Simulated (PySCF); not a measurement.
# Assignment exercise: C$_{4}$H$_{6}$F$_{3}$O$_{2}$P

Geometry:
```
atom   x (Å)   y (Å)   z (Å)
  O1  -1.368  -2.112  -0.285
  P2  -0.851  -0.746  -0.036
  O3  -1.051  -0.163   1.467
  C4   0.865  -0.388  -0.346
  C5   1.514   0.853   0.214
  C6   1.870  -0.479   0.774
  C7  -1.777   0.532  -1.054
  F8  -1.485   0.385  -2.349
  F9  -1.451   1.778  -0.702
 F10  -3.092   0.392  -0.902
 H11  -1.826  -0.561   1.888
 H12   1.175  -0.728  -1.339
 H13   0.895   1.516   0.823
 H14   2.230   1.363  -0.435
 H15   2.838  -0.919   0.525
 H16   1.493  -0.728   1.769
```

[PySCF 2.14: PBE0-D3(BJ)/def2-SVP geometry; σ from GIAO-HF/pcSseg-1; in vacuum; non-relativistic Hamiltonian; one conformer; equivalent nuclei averaged]

Chemical shifts δ = σref − σ; TMS for $^{13}$C (190.85 ppm) and $^{1}$H (31.69 ppm), all at this level.

Question: Assign these signals to the numbered atoms. $^{13}$C{$^{1}$H} NMR (computed): δ 109.8, 2.0, 0.7, -1.4.

Answer: 
| δ (ppm) | atoms | environment | reason |
| --- | --- | --- | --- |
| 109.8 | C7 | CF3 carbon | 3 electronegative neighbours deshield it |
| 2.0 | C5 | three-membered-ring carbon | carbons of three-membered rings are unusually shielded |
| 0.7 | C6 | three-membered-ring carbon | – |
| -1.4 | C4 | three-membered-ring carbon | – |

C5 and C6 lie closer than the usual error of such a calculation, so a measured spectrum could show them in the other order.

Question: Assign these signals to the numbered atoms. $^{1}$H NMR (500 MHz, computed): δ 3.16 (br s, 1H), 1.20 (m, 1H), 1.02 (m, 1H), 1.00 (m, 1H), 0.92 (m, 1H), 0.57 (m, 1H).

Answer: 
3.16 → H11, hydrogen on an oxygen bonded to P: exchangeable, gas-phase position
1.20 → H16, hydrogen on a three-membered-ring carbon: cyclopropane-type protons are shielded by the ring
1.02 → H13, hydrogen on a three-membered-ring carbon
1.00 → H15, hydrogen on a three-membered-ring carbon
0.92 → H14, hydrogen on a three-membered-ring carbon
0.57 → H12, hydrogen on a three-membered-ring carbon

H13 and H15; H15 and H14 lie closer than the usual error of such a calculation, so a measured spectrum could show them in the other order.

OH/NH shifts are gas-phase values; hydrogen bonding in solution moves them, usually downfield. Splittings by $^{19}$F and $^{31}$P in the carbon and heteronuclear signals aren't shown, as no couplings were computed. Shifts are as computed. Against solution values, carbons near 30 ppm lie about -0 ppm off and those near 130 ppm about +7 ppm. Of 1313 compounds with measured shifts, 239 miss one by over three times the rms of a fit or turn the order of signals round; such compounds aren't used in these exercises. No couplings were computed; multiplicities are counted from neighbouring protons, with m where these are inequivalent, close in shift, in a saturated or five-membered ring or joined by F or P, and br s for small geminal =CH2 splittings.
